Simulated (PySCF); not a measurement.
Isomers of C5H13OPSi2, mass 176.024 u with the commonest isotopes. Computed with PBE0/pcSseg-1 in PySCF (dipole) on a GFN2-xTB geometry, gas phase. One conformer each, none proved a minimum here; rigid rotors.

Question: Order these by rotational constant A, smallest first.
A. `[O:1]=[CH:2]/[CH:3]=[CH:4]/[Si@@H:5]([PH2:6])[CH2:7][CH2:8][SiH3:9]` with O1–C2–C3–C4 180°, C3–C4–Si5–P6 -11°, C4–Si5–P6–H -158° and -65°, C4–Si5–C7–C8 -158°, Si5–C7–C8–Si9 -72°
B. `[O:1]=[CH:2]/[CH:3]=[CH:4]\[Si@H:5]([PH2:6])[CH2:7][CH2:8][SiH3:9]` with O1–C2–C3–C4 178°, C3–C4–Si5–P6 -75°, C4–Si5–P6–H 59° and 152°, C4–Si5–C7–C8 163°, Si5–C7–C8–Si9 -177°
C. `[CH2:1]=[C:2]([CH2:3][SiH3:4])[Si@@:5]1([PH2:6])[CH2:7][CH2:8][O:9]1` with C1–C2–C3–Si4 100°, C1–C2–Si5–P6 -42°, C2–Si5–P6–H 33° and -60°
D. `[CH:1]#[C:2][C@@H:3]([CH3:4])[Si@H:5]([O:6][CH3:7])[SiH2:8][PH2:9]` with C2–C3–Si5–O6 -173°, C3–Si5–O6–C7 -72°, C3–Si5–Si8–P9 -72°, Si5–Si8–P9–H 164° and 71°

Answer: D (1080 MHz), C (1182 MHz), A (2078 MHz), B (2167 MHz).

Question: Order these by dipole moment, largest first.
A. `[CH2:1]=[C:2]([CH2:3][SiH3:4])[Si@@:5]1([PH2:6])[CH2:7][CH2:8][O:9]1` with C1–C2–C3–Si4 100°, C1–C2–Si5–P6 -42°, C2–Si5–P6–H 33° and -60°
B. `[O:1]=[CH:2]/[CH:3]=[CH:4]/[Si@@H:5]([PH2:6])[CH2:7][CH2:8][SiH3:9]` with O1–C2–C3–C4 180°, C3–C4–Si5–P6 -11°, C4–Si5–P6–H -158° and -65°, C4–Si5–C7–C8 -158°, Si5–C7–C8–Si9 -72°
C. `[CH:1]#[C:2][C@@H:3]([CH3:4])[Si@H:5]([O:6][CH3:7])[SiH2:8][PH2:9]` with C2–C3–Si5–O6 -173°, C3–Si5–O6–C7 -72°, C3–Si5–Si8–P9 -72°, Si5–Si8–P9–H 164° and 71°
D. `[O:1]=[CH:2]/[CH:3]=[CH:4]\[Si@H:5]([PH2:6])[CH2:7][CH2:8][SiH3:9]` with O1–C2–C3–C4 178°, C3–C4–Si5–P6 -75°, C4–Si5–P6–H 59° and 152°, C4–Si5–C7–C8 163°, Si5–C7–C8–Si9 -177°

Answer: B (3.71 D), D (2.82 D), C (2.46 D), A (1.96 D).

Question: Order these by rotational constant C, largest first.
A. `[O:1]=[CH:2]/[CH:3]=[CH:4]\[Si@H:5]([PH2:6])[CH2:7][CH2:8][SiH3:9]` with O1–C2–C3–C4 178°, C3–C4–Si5–P6 -75°, C4–Si5–P6–H 59° and 152°, C4–Si5–C7–C8 163°, Si5–C7–C8–Si9 -177°
B. `[CH:1]#[C:2][C@@H:3]([CH3:4])[Si@H:5]([O:6][CH3:7])[SiH2:8][PH2:9]` with C2–C3–Si5–O6 -173°, C3–Si5–O6–C7 -72°, C3–Si5–Si8–P9 -72°, Si5–Si8–P9–H 164° and 71°
C. `[CH2:1]=[C:2]([CH2:3][SiH3:4])[Si@@:5]1([PH2:6])[CH2:7][CH2:8][O:9]1` with C1–C2–C3–Si4 100°, C1–C2–Si5–P6 -42°, C2–Si5–P6–H 33° and -60°
D. `[O:1]=[CH:2]/[CH:3]=[CH:4]/[Si@@H:5]([PH2:6])[CH2:7][CH2:8][SiH3:9]` with O1–C2–C3–C4 180°, C3–C4–Si5–P6 -11°, C4–Si5–P6–H -158° and -65°, C4–Si5–C7–C8 -158°, Si5–C7–C8–Si9 -72°

Answer: C (617.2 MHz), B (468.8 MHz), D (340.7 MHz), A (321.1 MHz).

| SMILES | point group | Ia (u·Å²) | Ib (u·Å²) | Ic (u·Å²) | κ | μa (D) | μb (D) | μc (D) |
| --- | --- | --- | --- | --- | --- | --- | --- | --- |
| C#C[C@@H](C)[Si@H](OC)[SiH2]P | C1 | 467.73 | 685.90 | 1077.96 | -0.12 | 1.34 | 0.33 | 2.04 |
| O=C/C=C/[Si@@H](P)CC[SiH3] | C1 | 243.17 | 1355.85 | 1483.16 | -0.96 | 3.16 | 1.48 | 1.24 |
| O=C/C=C\[Si@H](P)CC[SiH3] | C1 | 233.25 | 1420.01 | 1573.92 | -0.96 | 2.67 | 0.89 | 0.07 |
| C=C(C[SiH3])[Si@@]1(P)CCO1 | C1 | 427.45 | 700.26 | 818.77 | -0.63 | 0.42 | 0.00 | 1.91 |
